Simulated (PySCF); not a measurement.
Bromine monofluoride, BrF.
InChI=1S/BrF/c1-2

The calculation used PBE0-D3(BJ)/def2-SVP geometry optimisation, gas phase (PySCF 2.14.0).

Masses are those of the commonest isotopes; rigid-rotor values at the optimised geometry. 

Task: What are the moment of inertia and the rotational constant?

Result: I = 48.063 u·Å², B = 505379 MHz·u·Å²/I = 10515 MHz (0.3507 cm⁻¹, or 0.505 K as hB/k). For two atoms I = μr² with μ = 15.3122 u and r = 1.7717 Å.

Task: List the first levels of a rigid rotor in a Σ state.

Result: E(J) = BJ(J+1): J = 1: 0.701, J = 2: 2.104, J = 3: 4.209, J = 4: 7.015, J = 5: 10.522, J = 6: 14.731 cm⁻¹.

Task: Where do the first rotational lines fall?

Result: The dipole is 1.58 D; J+1 ← J lies at 2B(J+1): 1 ← 0 at 21.03 GHz, 2 ← 1 at 42.06 GHz, 3 ← 2 at 63.09 GHz, 4 ← 3 at 84.12 GHz, 5 ← 4 at 105.15 GHz, 6 ← 5 at 126.18 GHz.

Stationary, but not proved a minimum. These are rigid-rotor constants of the computed structure; measured ground-state constants (B0) also hold zero-point vibration.
